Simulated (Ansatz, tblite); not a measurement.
Adding an electron: Si4⁺. Charge 1, multiplicity 2. Geometry: r2SCAN-D4/def2-TZVP. Ansatz, gas phase; energy differences of separate SCF runs; the reduced species is a singlet (the triplet lies 0.43 eV higher at PBE0-D4/def2-TZVP).

Cartesian coordinates in Å:
```
Si 1.107 -0.604 -0.393
Si -1.000 -1.106 -1.119
Si -1.108 0.604 0.394
Si 1.000 1.106 1.119
```

The xTB rows come from tblite. The structure comes from a short search, and lower isomers may exist.

Question: Estimate orbital energies and vertical electron affinities at: GFN1-xTB; GFN2-xTB; PBE-D4/def2-TZVP; r2SCAN-D4/def2-TZVP; PBE0-D4/def2-TZVP.

Answer: 
```csv
level,−HOMO (eV),−LUMO (eV),vertical EA (eV),HOMO–LUMO gap (eV)
GFN1-xTB,–,–,10.97,–
GFN2-xTB,–,–,9.01,–
PBE-D4/def2-TZVP,10.76,9.87,7.39,0.90
r2SCAN-D4/def2-TZVP,11.08,9.73,7.41,1.34
PBE0-D4/def2-TZVP,11.80,9.22,7.53,2.58
```

  HOMO and LUMO are the levels of the spin that leaves or enters (xTB has no such levels and no spin-polarisation term). Other spin states of the ions may lie lower, which would lower the ionisation energy or raise the affinity. Raw xTB energy differences between charge states are shifted by several eV; the methods need an empirical correction for them.
